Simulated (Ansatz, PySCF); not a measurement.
Ways to break one bond of Cl[SiH](Cl)Cl:

A. Cl[SiH](Cl)Cl [trichlorosilane] -> Cl[SiH]Cl + Cl atom
B. Cl[SiH](Cl)Cl → Cl[Si](Cl)Cl + H atom

Quantity: bond dissociation energy (enthalpy at 298 K, with B3LYP-D3(BJ) rigid-rotor harmonic-oscillator terms from PySCF), kcal/mol. Geometries: B3LYP-D3(BJ)/def2-TZVP minima from Ansatz (a program for electronic structure). Valence correlation only, unless marked. UHF or UKS for open shells. Spin-orbit coupling is left out. Non-relativistic. CBS marks a two-point X^-3 extrapolation of the correlation energy; Hartree-Fock from the larger set. The bracket is a focal-point correction in the basis named.

Problem. Rank them by bond dissociation energy at RI-MP2/CBS(cc-pV(T+d)Z,cc-pV(Q+d)Z)+[CCSD(T)-MP2]/cc-pV(T+d)Z (Ansatz), lowest first.

Solution. B (93.9 kcal/mol), A (112.6 kcal/mol)
